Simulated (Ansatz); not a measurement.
Stepwise reaction of `C[SiH](O)N[SiH2]O` with hydrogen fluoride, as a gas-phase model of exchange steps in deposition or etching. ΔE in kJ/mol.

Gas-phase electronic energies from Ansatz, PBE0-D4/def2-TZVP geometries. CBS: MP2 limit from def2 TZ/QZ plus the TZ coupled-cluster correction, frozen cores. This one scheme is used for every species. DFT in def2-TZVPP. B3LYP here is the variant with VWN-RPA as its local correlation; programs differ in this. Each species was taken in one conformer, which may not be the lowest.

```tsv
step	reaction	PBE-D4	B3LYP-D4	ωB97M-V	CCSD(T)/CBS
1	`C[SiH](O)N[SiH2]O` + H–F → `C[SiH](F)N[SiH2]O` + H₂O	-45.9	-49.2	-48.0	-47.8
2	`C[SiH](F)N[SiH2]O` + H–F → `C[SiH](F)N[SiH2]F` + H₂O	-42.0	-44.1	-44.5	-44.8
```

By hand: ΔE of the 2 steps together at CCSD(T)/CBS.

(-47.8) + (-44.8) = -92.6 kJ/mol, or -46.3 kJ/mol a step.

In ΔE the steps differ by no more than 3.0 kJ/mol. All are downhill at CCSD(T)/CBS. PBE-D4 differs from CCSD(T)/CBS by 1.9 to 2.8 kJ/mol a step. Isolated molecules leave out the surface, adducts and barriers. Largest T1 diagnostic: 0.011.
